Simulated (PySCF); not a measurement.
C4H9O, SMILES C(C)(=[OH+])CC, charge +1.

Geometry: PBE-D3(BJ)/def2-SVP. The isomer is the one that the SMILES or the coordinates give; other isomers of the formula were not compared. The values are those of a single conformer.

Level of theory: PBE-D3(BJ)/def2-SVP (PySCF 2.14.0).

No scaling factor is applied to the harmonic values.

```json
[
 {"mode": "1", "ν (cm⁻¹)": "55", "IR (km/mol)": "0.8", "moving atoms (share of kinetic energy)": "C 43 %, H 35 %, O 22 %"},
 {"mode": "2", "ν (cm⁻¹)": "115", "IR (km/mol)": "2.5", "moving atoms (share of kinetic energy)": "H 97 %"},
 {"mode": "3", "ν (cm⁻¹)": "199", "IR (km/mol)": "1.1", "moving atoms (share of kinetic energy)": "H 70 %, C 22 %"},
 {"mode": "4", "ν (cm⁻¹)": "225", "IR (km/mol)": "1.2", "moving atoms (share of kinetic energy)": "H 51 %, C 46 %"},
 {"mode": "5", "ν (cm⁻¹)": "397", "IR (km/mol)": "0.5", "moving atoms (share of kinetic energy)": "H 46 %, C 41 %, O 13 %"},
 {"mode": "6", "ν (cm⁻¹)": "487", "IR (km/mol)": "16.1", "moving atoms (share of kinetic energy)": "C 35 %, H 33 %, O 32 %"},
 {"mode": "7", "ν (cm⁻¹)": "554", "IR (km/mol)": "19.2", "moving atoms (share of kinetic energy)": "H 54 %, C 44 %"},
 {"mode": "8", "ν (cm⁻¹)": "756", "IR (km/mol)": "72.9", "moving atoms (share of kinetic energy)": "H 74 %, C 16 %, O 11 %"},
 {"mode": "9", "ν (cm⁻¹)": "791", "IR (km/mol)": "6.9", "moving atoms (share of kinetic energy)": "H 75 %, C 23 %"},
 {"mode": "10", "ν (cm⁻¹)": "811", "IR (km/mol)": "11.2", "moving atoms (share of kinetic energy)": "H 46 %, C 43 %, O 10 %"},
 {"mode": "11", "ν (cm⁻¹)": "921", "IR (km/mol)": "14.8", "moving atoms (share of kinetic energy)": "H 56 %, C 42 %"},
 {"mode": "12", "ν (cm⁻¹)": "951", "IR (km/mol)": "7.3", "moving atoms (share of kinetic energy)": "H 69 %, C 27 %"},
 {"mode": "13", "ν (cm⁻¹)": "955", "IR (km/mol)": "20.7", "moving atoms (share of kinetic energy)": "C 63 %, H 36 %"},
 {"mode": "14", "ν (cm⁻¹)": "1022", "IR (km/mol)": "40.7", "moving atoms (share of kinetic energy)": "H 49 %, C 48 %"},
 {"mode": "15", "ν (cm⁻¹)": "1059", "IR (km/mol)": "2.8", "moving atoms (share of kinetic energy)": "H 60 %, C 33 %"},
 {"mode": "16", "ν (cm⁻¹)": "1124", "IR (km/mol)": "101.4", "moving atoms (share of kinetic energy)": "H 69 %, C 23 %"},
 {"mode": "17", "ν (cm⁻¹)": "1191", "IR (km/mol)": "2.5", "moving atoms (share of kinetic energy)": "H 84 %, C 15 %"},
 {"mode": "18", "ν (cm⁻¹)": "1232", "IR (km/mol)": "24.4", "moving atoms (share of kinetic energy)": "H 75 %, C 25 %"},
 {"mode": "19", "ν (cm⁻¹)": "1281", "IR (km/mol)": "91.9", "moving atoms (share of kinetic energy)": "H 84 %, C 15 %"},
 {"mode": "20", "ν (cm⁻¹)": "1326", "IR (km/mol)": "57.0", "moving atoms (share of kinetic energy)": "H 84 %, C 14 %"},
 {"mode": "21", "ν (cm⁻¹)": "1338", "IR (km/mol)": "5.9", "moving atoms (share of kinetic energy)": "H 92 %"},
 {"mode": "22", "ν (cm⁻¹)": "1376", "IR (km/mol)": "25.0", "moving atoms (share of kinetic energy)": "H 87 %, C 12 %"},
 {"mode": "23", "ν (cm⁻¹)": "1405", "IR (km/mol)": "37.1", "moving atoms (share of kinetic energy)": "H 91 %"},
 {"mode": "24", "ν (cm⁻¹)": "1409", "IR (km/mol)": "18.1", "moving atoms (share of kinetic energy)": "H 96 %"},
 {"mode": "25", "ν (cm⁻¹)": "1418", "IR (km/mol)": "16.0", "moving atoms (share of kinetic energy)": "H 81 %, C 16 %"},
 {"mode": "26", "ν (cm⁻¹)": "1460", "IR (km/mol)": "145.3", "moving atoms (share of kinetic energy)": "C 55 %, H 42 %"},
 {"mode": "27", "ν (cm⁻¹)": "1557", "IR (km/mol)": "127.4", "moving atoms (share of kinetic energy)": "C 67 %, O 21 %, H 12 %"},
 {"mode": "28", "ν (cm⁻¹)": "2948", "IR (km/mol)": "59.9", "moving atoms (share of kinetic energy)": "H 95 %"},
 {"mode": "29", "ν (cm⁻¹)": "2984", "IR (km/mol)": "6.3", "moving atoms (share of kinetic energy)": "H 95 %"},
 {"mode": "30", "ν (cm⁻¹)": "2998", "IR (km/mol)": "1.2", "moving atoms (share of kinetic energy)": "H 97 %"},
 {"mode": "31", "ν (cm⁻¹)": "3049", "IR (km/mol)": "10.5", "moving atoms (share of kinetic energy)": "H 92 %"},
 {"mode": "32", "ν (cm⁻¹)": "3053", "IR (km/mol)": "4.7", "moving atoms (share of kinetic energy)": "H 90 %, C 10 %"},
 {"mode": "33", "ν (cm⁻¹)": "3104", "IR (km/mol)": "3.2", "moving atoms (share of kinetic energy)": "H 90 %, C 10 %"},
 {"mode": "34", "ν (cm⁻¹)": "3106", "IR (km/mol)": "3.4", "moving atoms (share of kinetic energy)": "H 90 %, C 10 %"},
 {"mode": "35", "ν (cm⁻¹)": "3126", "IR (km/mol)": "10.5", "moving atoms (share of kinetic energy)": "H 90 %, C 10 %"},
 {"mode": "36", "ν (cm⁻¹)": "3538", "IR (km/mol)": "154.9", "moving atoms (share of kinetic energy)": "H 94 %"}
]
```
